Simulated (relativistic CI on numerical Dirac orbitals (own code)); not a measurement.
Method of calculation: Dirac-Coulomb-Breit CI, separate exchange-only KLI orbitals for each configuration, a model potential for QED, unscaled Slater integrals (own radial code, finite nucleus).

CI space (outside the closed core [Ne]): 3s2.3p6.3d10, 3s2.3p6.3d9.4s, 3s2.3p6.3d9.4p, 3s2.3p6.3d9.4d, 3s2.3p6.3d9.4f, 3s2.3p6.3d8.4s2, 3s2.3p5.3d10.4s, 3s2.3p6.3d8.4s.4p, 3s2.3p6.3d9.5s, 3s2.3p5.3d10.4p, 3s2.3p6.3d8.4p2, 3s2.3p6.3d9.5p, 3s2.3p6.3d8.4s.4d, 3s2.3p6.3d9.5d, 3s2.3p6.3d8.4p.4d, 3s2.3p5.3d10.4d, 3s2.3p6.3d9.5f, 3s.3p6.3d10.4s, 3s2.3p5.3d9.4s2, 3s2.3p6.3d9.5g, 3s2.3p6.3d8.4d2, 3s2.3p6.3d9.6s, 3s2.3p5.3d9.4s.4p, 3s2.3p6.3d9.6p, 3s.3p6.3d10.4p, 3s2.3p5.3d10.4f, 3s2.3p6.3d9.6d, 3s2.3p5.3d9.4p2, 3s2.3p5.3d9.4s.4d, 3s.3p6.3d9.4s2, 3s2.3p5.3d10.5s, 3s.3p6.3d10.4d, 3s2.3p5.3d9.4p.4d, 3s.3p6.3d9.4s.4p, 3s2.3p5.3d10.5p, 3s2.3p4.3d10.4s2. Levels of other configurations are missing.

At this charge energies of transitions that change n are usually good to better than 1 %, and those within a shell (Δn = 0) to a few per cent.

Outline of the computed level scheme of Cd XXI. Lowest level of each configuration: 3s2.3p6.3d10 1S_0 at 0.000 eV; 3s2.3p6.3d9.4s 3D_3 at 379.567 eV; 3s2.3p6.3d9.4p 3P°_2 at 420.410 eV; 3s2.3p6.3d9.4d 3S_1 at 494.210 eV; 3s2.3p6.3d9.4f 3P°_0 at 566.123 eV.

Some strong electric-dipole decays among the lowest 45 levels: 3s2.3p6.3d9.4p 1P°_1 → 3s2.3p6.3d10 1S_0 (1.2e+12 s⁻¹); 3s2.3p6.3d9.4p 3D°_1 → 3s2.3p6.3d10 1S_0 (2.0e+11 s⁻¹); 3s2.3p6.3d9.4d 3G_4 → 3s2.3p6.3d9.4p 3F°_3 (9.2e+10 s⁻¹); 3s2.3p6.3d9.4f 3H°_5 → 3s2.3p6.3d9.4d 3G_4 (8.5e+10 s⁻¹); 3s2.3p6.3d9.4f 3H°_6 → 3s2.3p6.3d9.4d 3G_5 (8.3e+10 s⁻¹); 3s2.3p6.3d9.4d 3G_4 → 3s2.3p6.3d9.4p 3F°_3 (8.1e+10 s⁻¹); 3s2.3p6.3d9.4d 3G_5 → 3s2.3p6.3d9.4p 3F°_4 (8.1e+10 s⁻¹); 3s2.3p6.3d9.4d 3G_3 → 3s2.3p6.3d9.4p 3F°_2 (7.8e+10 s⁻¹).

LS names give the leading component of a level, which can be under half, so a name can repeat, a term be missing and a line seem to break the LS rules.
